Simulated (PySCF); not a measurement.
C7H12N2.
SMILES with atom numbers: `[CH2:1]=[CH:2][C@H:3]1[CH:4]=[N:5][N:6]([CH2:7][CH3:8])[CH2:9]1` (hydrogens: H10, H11 on C1; H12 on C2; H13 on C3; H14 on C4; H15, H16 on C7; H17, H18, H19 on C8; H20, H21 on C9)

The same species was optimised twice, with GFN2-xTB and with PBE0-D3(BJ)/def2-SVP (PySCF), and the same property calculations (PySCF, gas phase) were run on both structures.

```json
{"coordinate": "N5–N6 (Å)", "GFN2-xTB": "1.344", "PBE0-D3(BJ)/def2-SVP": "1.358", "change": "+0.014"}
{"coordinate": "C1=C2 (Å)", "GFN2-xTB": "1.320", "PBE0-D3(BJ)/def2-SVP": "1.333", "change": "+0.013"}
{"coordinate": "C4=N5 (Å)", "GFN2-xTB": "1.270", "PBE0-D3(BJ)/def2-SVP": "1.281", "change": "+0.011"}
{"coordinate": "N6–C9 (Å)", "GFN2-xTB": "1.468", "PBE0-D3(BJ)/def2-SVP": "1.458", "change": "-0.010"}
{"coordinate": "C7–C8 (Å)", "GFN2-xTB": "1.531", "PBE0-D3(BJ)/def2-SVP": "1.523", "change": "-0.008"}
{"coordinate": "C2–C3 (Å)", "GFN2-xTB": "1.497", "PBE0-D3(BJ)/def2-SVP": "1.503", "change": "+0.006"}
{"coordinate": "N6–C7 (Å)", "GFN2-xTB": "1.438", "PBE0-D3(BJ)/def2-SVP": "1.443", "change": "+0.005"}
{"coordinate": "C3–C9 (Å)", "GFN2-xTB": "1.541", "PBE0-D3(BJ)/def2-SVP": "1.537", "change": "-0.004"}
{"coordinate": "C3–C4 (Å)", "GFN2-xTB": "1.522", "PBE0-D3(BJ)/def2-SVP": "1.518", "change": "-0.004"}
{"coordinate": "N5–N6–C7 (°)", "GFN2-xTB": "117.8", "PBE0-D3(BJ)/def2-SVP": "115.9", "change": "-1.9"}
{"coordinate": "C3–C9–N6 (°)", "GFN2-xTB": "103.5", "PBE0-D3(BJ)/def2-SVP": "102.1", "change": "-1.4"}
{"coordinate": "N5–N6–C9 (°)", "GFN2-xTB": "111.0", "PBE0-D3(BJ)/def2-SVP": "109.7", "change": "-1.3"}
{"coordinate": "C4–N5–N6 (°)", "GFN2-xTB": "111.0", "PBE0-D3(BJ)/def2-SVP": "109.7", "change": "-1.3"}
{"coordinate": "C4–C3–C9 (°)", "GFN2-xTB": "99.7", "PBE0-D3(BJ)/def2-SVP": "98.5", "change": "-1.2"}
{"coordinate": "N6–C7–C8 (°)", "GFN2-xTB": "114.2", "PBE0-D3(BJ)/def2-SVP": "115.1", "change": "+0.9"}
{"coordinate": "C3–C4–N5 (°)", "GFN2-xTB": "113.6", "PBE0-D3(BJ)/def2-SVP": "112.8", "change": "-0.8"}
{"coordinate": "C7–N6–C9 (°)", "GFN2-xTB": "121.3", "PBE0-D3(BJ)/def2-SVP": "120.6", "change": "-0.7"}
{"coordinate": "C1–C2–C3–C4 (°)", "GFN2-xTB": "114", "PBE0-D3(BJ)/def2-SVP": "120", "change": "+6"}
{"coordinate": "N5–N6–C7–C8 (°)", "GFN2-xTB": "-73", "PBE0-D3(BJ)/def2-SVP": "-68", "change": "+5"}
```

Rotational constants: A = 4665, B = 886.8, C = 833.3 MHz (GFN2-xTB) against A = 4595, B = 902.1, C = 849.3 MHz (PBE0-D3(BJ)/def2-SVP). Point groups within 0.08 Å: C1 and C1.

On the GFN2-xTB structure: HOMO (eV) -5.67 [PBE0/pcSseg-1]; LUMO (eV) -0.12 [PBE0/pcSseg-1]; dipole (D) 1.93 [PBE0/pcSseg-1]; GIAO shielding of C1 (ppm) 66.9 [PBE0/pcSseg-1]; GIAO shielding of C2 (ppm) 39.3 [PBE0/pcSseg-1]; GIAO shielding of C3 (ppm) 128.9 [PBE0/pcSseg-1]; GIAO shielding of C4 (ppm) 50.8 [PBE0/pcSseg-1]; GIAO shielding of N5 (ppm) -125.7 [PBE0/pcSseg-1]; GIAO shielding of N6 (ppm) 116.9 [PBE0/pcSseg-1]; GIAO shielding of C7 (ppm) 139.1 [PBE0/pcSseg-1]; GIAO shielding of C8 (ppm) 176.9 [PBE0/pcSseg-1].

Task: What do these properties become on the PBE0-D3(BJ)/def2-SVP structure?

Result: 
| property | level | on GFN2-xTB | on PBE0-D3(BJ)/def2-SVP | change |
| --- | --- | --- | --- | --- |
| HOMO (eV) | PBE0/pcSseg-1 | -5.67 | -5.86 | -0.19 |
| LUMO (eV) | PBE0/pcSseg-1 | -0.12 | -0.25 | -0.13 |
| dipole (D) | PBE0/pcSseg-1 | 1.93 | 1.88 | -0.05 |
| energy, GFN2-xTB geometry as zero (kcal/mol) | PBE0/pcSseg-1 | 0.0 | -1.8 | -1.8 |
| GIAO shielding of C1 (ppm) | PBE0/pcSseg-1 | 66.9 | 62.7 | -4.2 |
| GIAO shielding of C2 (ppm) | PBE0/pcSseg-1 | 39.3 | 38.6 | -0.7 |
| GIAO shielding of C3 (ppm) | PBE0/pcSseg-1 | 128.9 | 129.4 | +0.5 |
| GIAO shielding of C4 (ppm) | PBE0/pcSseg-1 | 50.8 | 44.2 | -6.6 |
| GIAO shielding of N5 (ppm) | PBE0/pcSseg-1 | -125.7 | -133.9 | -8.2 |
| GIAO shielding of N6 (ppm) | PBE0/pcSseg-1 | 116.9 | 115.3 | -1.6 |
| GIAO shielding of C7 (ppm) | PBE0/pcSseg-1 | 139.1 | 137.7 | -1.4 |
| GIAO shielding of C8 (ppm) | PBE0/pcSseg-1 | 176.9 | 175.8 | -1.1 |

The heavy atoms differ by 0.169 Å rms after alignment. Among bonds between heavy atoms C1=C2 and N5–N6 change most and about equally (+0.013 to +0.014 Å). Changes are differences of the printed values. Neither structure is proved a minimum here.
